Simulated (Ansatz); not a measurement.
Ansatz (a first-principles code) input (CCSD(T)/aug-cc-pV(D+d)Z):
A basis named .json is the Basis Set Exchange file of that set.

Ansatz 0.2 input:
```yaml
crystal:
  periodic: [false, false, false]
  atoms:
    - {symbol: Si, position_ang: [0.79063267, 0.57671794, -0.41127162]}
    - {symbol: C, position_ang: [1.72332007, -0.99565641, -0.32626499]}
    - {symbol: F, position_ang: [1.46314830, 1.75938255, 0.39870977]}
    - {symbol: N, position_ang: [-0.80474948, 0.36066756, 0.55213905]}
    - {symbol: Si, position_ang: [-1.91544569, -1.07266083, 0.07116252]}
    - {symbol: H, position_ang: [0.31641900, 1.03787253, -1.71864860]}
    - {symbol: H, position_ang: [1.21239737, -1.79732658, -0.86428431]}
    - {symbol: H, position_ang: [2.69880548, -0.85645524, -0.79926829]}
    - {symbol: H, position_ang: [1.89659685, -1.31450054, 0.70352300]}
    - {symbol: H, position_ang: [-0.57378440, 0.28594328, 1.54712958]}
    - {symbol: H, position_ang: [-3.22472495, -0.74326279, 0.64648911]}
    - {symbol: H, position_ang: [-1.24973912, -2.23291217, 0.67506736]}
    - {symbol: H, position_ang: [-1.87147561, -1.05634535, -1.39726586]}
    - {symbol: H, position_ang: [-1.33212118, 1.23500985, 0.47301394]}
basis:
  gaussian:
    orbitals: aug-cc-pV_D+d_Z.json
total_charge: 1
magnetization: {spin_polarized: false}
correlation: {method: ccsd_t, electrons: outside_noble_gas}
output: {forces: true}
```

Output:

```
Functional definition: HF
integrals: 1.23 GiB planned
2122 factors; integrals over basis functions are off by at most 1.0e-3 eV
1.24 GiB of device memory are held for the factors and their scratch space
mean field: 1.39 GiB planned
mean field evaluation 1: about -21075.7052 eV, gradient 5.8e1 eV
mean field evaluation 2: about -21075.7945 eV, gradient 5.9e1 eV
mean field evaluation 4: about -21083.0913 eV, gradient 4.2e0 eV
mean field evaluation 8: about -21083.1648 eV, gradient 2.5e-1 eV
mean field evaluation 16: about -21081.2394 eV, gradient 3.2e1 eV
mean field -21083.16507178 eV, -774.7920257055 hartree, gradient 2.6e-6 eV, S^2 0.000000; 0 other end points of the search recorded, 0 dependent functions left out
13 core orbitals not correlated
reference -21083.16507178 eV, -774.7920257055 hartree; 16, 16 occupied and 185, 185 virtual orbitals, 2122 factors
densities: 9.21 GiB planned
second order -20.19546892 eV of doubles, -0.00000000 eV of singles
coupled cluster: 6.89 GiB planned
cycle   1  -21.23109298 eV  change    -1.0e0 eV  update   1.0e-1
cycle   2  -21.78663830 eV  change   -5.6e-1 eV  update   3.1e-2
cycle   3  -21.91438302 eV  change   -1.3e-1 eV  update   1.5e-2
cycle   4  -21.91150077 eV  change    2.9e-3 eV  update   3.1e-3
cycle   5  -21.90992983 eV  change    1.6e-3 eV  update   1.2e-3
cycle   6  -21.91017329 eV  change   -2.4e-4 eV  update   3.2e-4
cycle   7  -21.91012895 eV  change    4.4e-5 eV  update   1.2e-4
cycle   8  -21.91007690 eV  change    5.2e-5 eV  update   3.6e-5
cycle   9  -21.91007634 eV  change    5.7e-7 eV  update   1.4e-5
cycle  10  -21.91007903 eV  change   -2.7e-6 eV  update   4.8e-6
perturbative correction -0.60335395 eV, -0.0221728487 hartree
the calculation of the forces begins
1.24 GiB of device memory are held for the factors and their scratch space
Total energy: -21105.67850477 eV, -775.6193791075 hartree
Atom 0 at     0.790633     0.576718    -0.411272 Å, force    -0.239227    -0.447560    -0.554468 eV/Å
Atom 1 at     1.723320    -0.995656    -0.326265 Å, force    -0.093130     0.132378    -0.021070 eV/Å
Atom 2 at     1.463148     1.759383     0.398710 Å, force     0.377901     0.702060     0.510157 eV/Å
Atom 3 at    -0.804749     0.360668     0.552139 Å, force     0.100711     0.016928    -0.061042 eV/Å
Atom 4 at    -1.915446    -1.072661     0.071163 Å, force    -0.213162    -0.257253    -0.083042 eV/Å
Atom 5 at     0.316419     1.037873    -1.718649 Å, force    -0.059659     0.040299    -0.133323 eV/Å
Atom 6 at     1.212397    -1.797327    -0.864284 Å, force    -0.231698    -0.354358    -0.235953 eV/Å
Atom 7 at     2.698805    -0.856455    -0.799268 Å, force     0.414199     0.063736    -0.198113 eV/Å
Atom 8 at     1.896597    -1.314501     0.703523 Å, force     0.063352    -0.127264     0.460348 eV/Å
Atom 9 at    -0.573784     0.285943     1.547130 Å, force     0.068253     0.009363     0.345441 eV/Å
Atom 10 at    -3.224725    -0.743263     0.646489 Å, force    -0.119540     0.030151     0.053692 eV/Å
Atom 11 at    -1.249739    -2.232912     0.675067 Å, force     0.074552    -0.111948     0.060076 eV/Å
Atom 12 at    -1.871476    -1.056345    -1.397266 Å, force     0.017816     0.002446    -0.148894 eV/Å
Atom 13 at    -1.332121     1.235010     0.473014 Å, force    -0.160368     0.301022     0.006192 eV/Å
Dipole moment:    -0.627386    -0.314614     0.120043 e Å
```

It need not be the lowest isomer of its formula.
